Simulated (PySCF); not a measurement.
C₂H₅Se, SMILES C[Se][CH2], multiplicity 2.

Coordinates come from a B3LYP-D3(BJ)/def2-SVP optimisation. The isomer is the one that the SMILES or the coordinates give; other isomers of the formula were not compared.

The numbers are results of PBE/def2-TZVPD run with PySCF, not measurements.

```json
{
  "total_energy": "-2480.26835 hartree",
  "α spin, highest occupied and lowest empty level": "-3.88 and -0.90 eV",
  "β spin, highest occupied and lowest empty level": "-6.14 and -2.47 eV",
  "dipole_moment": "1.32 D",
  "quadrupole, principal values (traceless, Buckingham form, about the centre of nuclear charge)": "-4.34, 0.04, 4.31 D·Å",
  "mean_static_polarisability": "59.5 bohr³ (8.82 Å³)",
  "polarisability_principal_values": "48.0, 58.1, 72.4 bohr³",
  "⟨S²⟩": "0.754 (pure state 0.75)"
}
```
